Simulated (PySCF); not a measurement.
## Radial density of Ba⁺ (barium, charge +1)

M06-2X, [Xe] 5d1, 2D determinant (an excited configuration). All numbers are calculated (PySCF 2.14, the spin-free X2C one-electron Hamiltonian (Gaussian nucleus), in aug-cc-pVDZ-X2C (8s7p5d, 54 functions)).

```json
{"r (bohr)": "0.0183", "4πr²ρ (e/bohr)": "74.01", "4πr²(ρα − ρβ)": "0.0000"}
{"r (bohr)": "0.0308", "4πr²ρ (e/bohr)": "64.32", "4πr²(ρα − ρβ)": "0.0001"}
{"r (bohr)": "0.0518", "4πr²ρ (e/bohr)": "77.29", "4πr²(ρα − ρβ)": "0.0011"}
{"r (bohr)": "0.0871", "4πr²ρ (e/bohr)": "94.29", "4πr²(ρα − ρβ)": "0.0064"}
{"r (bohr)": "0.147", "4πr²ρ (e/bohr)": "68.95", "4πr²(ρα − ρβ)": "0.0185"}
{"r (bohr)": "0.246", "4πr²ρ (e/bohr)": "79.97", "4πr²(ρα − ρβ)": "0.0081"}
{"r (bohr)": "0.415", "4πr²ρ (e/bohr)": "30.04", "4πr²(ρα − ρβ)": "0.0161"}
{"r (bohr)": "0.697", "4πr²ρ (e/bohr)": "31.81", "4πr²(ρα − ρβ)": "0.0430"}
{"r (bohr)": "1.17", "4πr²ρ (e/bohr)": "9.779", "4πr²(ρα − ρβ)": "0.0179"}
{"r (bohr)": "1.97", "4πr²ρ (e/bohr)": "5.162", "4πr²(ρα − ρβ)": "0.2648"}
{"r (bohr)": "3.32", "4πr²ρ (e/bohr)": "0.7906", "4πr²(ρα − ρβ)": "0.2874"}
{"r (bohr)": "5.58", "4πr²ρ (e/bohr)": "0.07345", "4πr²(ρα − ρβ)": "0.0695"}
{"r (bohr)": "9.39", "4πr²ρ (e/bohr)": "0.001005", "4πr²(ρα − ρβ)": "0.0010"}
{"r (bohr)": "15.8", "4πr²ρ (e/bohr)": "2.083e-05", "4πr²(ρα − ρβ)": "0.0000"}
```

Densities and radii are taken from the X2C orbitals without a picture-change correction, which distorts them close to the nucleus.

Spin-orbit coupling, absent here, splits the open shell strongly.
